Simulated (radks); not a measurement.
Problem. Species: Mo4+. Configuration: [Kr] 4d1.75 5d0.25 (fractional occupations, a model configuration). Method: scalar-relativistic Kohn-Sham, SOGGA, spin-unpolarised, spherical densities, point nucleus; computed with a radial shooting solver on a logarithmic mesh with Libxc functionals. Some entries of the table are withheld. Estimate them.

orbital  occ.  eigenvalue (hartree)  <r^2> (bohr^2)  r(max) (bohr)
1s          2             -729.8766        0.001670            (1)
2s          2             -104.7104         0.02788         0.1297
2p          6             -93.82706         0.02194            (2)
3s          2                   (3)          0.2108         0.3838
3p          6                   (4)             (5)         0.3772
3d         10              -9.98996          0.2070         0.3222
4s          2              -4.15403           1.330         0.9822
4p          6              -3.17332           1.609            (6)
4d       1.75              -1.75460           2.618          1.267
5d       0.25              -0.75452           15.51          3.507

Solution. 
(1) 1s r(max) (bohr): 0.02288
(2) 2p r(max) (bohr): 0.1036
(3) 3s eigenvalue (hartree): -19.36082
(4) 3p eigenvalue (hartree): -15.79457
(5) 3p <r^2> (bohr^2): 0.2158
(6) 4p r(max) (bohr): 1.057
